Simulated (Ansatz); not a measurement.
Results of the Gaussian-basis code of Ansatz.

A structure relaxed at PBE0-D4/def2-TZVP, charge 0, multiplicity 1:

```json
{"atom": "F1", "x (Å)": "-2.4462", "y (Å)": "0.7095", "z (Å)": "-0.2043"}
{"atom": "C2", "x (Å)": "-1.1846", "y (Å)": "0.5337", "z (Å)": "0.3413"}
{"atom": "B3", "x (Å)": "-0.1692", "y (Å)": "-0.1940", "z (Å)": "-0.5781"}
{"atom": "C4", "x (Å)": "1.2829", "y (Å)": "-0.4581", "z (Å)": "-0.0914"}
{"atom": "F5", "x (Å)": "1.5571", "y (Å)": "0.0050", "z (Å)": "1.1915"}
{"atom": "H6", "x (Å)": "-0.7879", "y (Å)": "1.5193", "z (Å)": "0.6269"}
{"atom": "H7", "x (Å)": "-1.2882", "y (Å)": "-0.0143", "z (Å)": "1.2896"}
{"atom": "H8", "x (Å)": "-0.4667", "y (Å)": "-0.5694", "z (Å)": "-1.6738"}
{"atom": "H9", "x (Å)": "1.5001", "y (Å)": "-1.5358", "z (Å)": "-0.1191"}
{"atom": "H10", "x (Å)": "2.0028", "y (Å)": "0.0041", "z (Å)": "-0.7824"}
```

Task: Give its formula and SMILES.

Result: C2H5BF2, `FCBCF`.

Task: Point group (tolerance 0.08 Å, 0.16 Å for H)?

Result: Cs.

Task: Summarise the bond lengths by kind.

Result: 2 × C–F 1.386 to 1.391 Å; 2 × B–C 1.551 to 1.554 Å; 4 × C–H 1.100 Å; 1 × B–H 1.196 Å.
